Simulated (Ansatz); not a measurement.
`[GeH3][Sb]1[CH2][S]1`. Total charge 0; spin multiplicity 1. Sb: def2 effective core potential.

```xyz
9

Ge   -0.700    0.164   -1.514
Sb    1.156   -1.166   -0.207
C     0.874    0.033    1.580
S    -0.217   -1.370    1.763
H    -1.724   -0.809   -2.123
H    -1.410    1.094   -0.516
H    -0.102    1.005   -2.660
H     0.391    0.994    1.431
H     1.731    0.054    2.246
```

(1) What are the harmonic wavenumbers in cm⁻¹ at PBE0-D4/def2-TZVP (Ansatz, finite differences of forces, unscaled)? (Best estimate.)

(2) Is this a minimum?

(3) Give the ideal-gas thermochemistry at 298.15 K and 1 bar (rigid rotor, harmonic oscillator; point group C1, symmetry number 1).

(4) Rotational constants (cm⁻¹)?

Results:

(1) The calculation gave: 77, 97, 161, 218, 353, 440, 450, 479, 764, 772, 780, 866, 879, 965, 973, 1424, 2121, 2141, 2151, 3124, 3220.

(2) Yes, all 21 modes are real.

(3) Zero-point energy 134.3 kJ/mol; H(298) − E = 155.5 kJ/mol; entropy 369.3 J/(mol·K), of which translation 177.4, rotation 121.9, vibration 69.9; G(298) − E = 45.4 kJ/mol. Modes under 100 cm⁻¹ are hindered rotations or soft bends, so the harmonic entropy is rough.

(4) 0.09177, 0.03754, 0.0299.
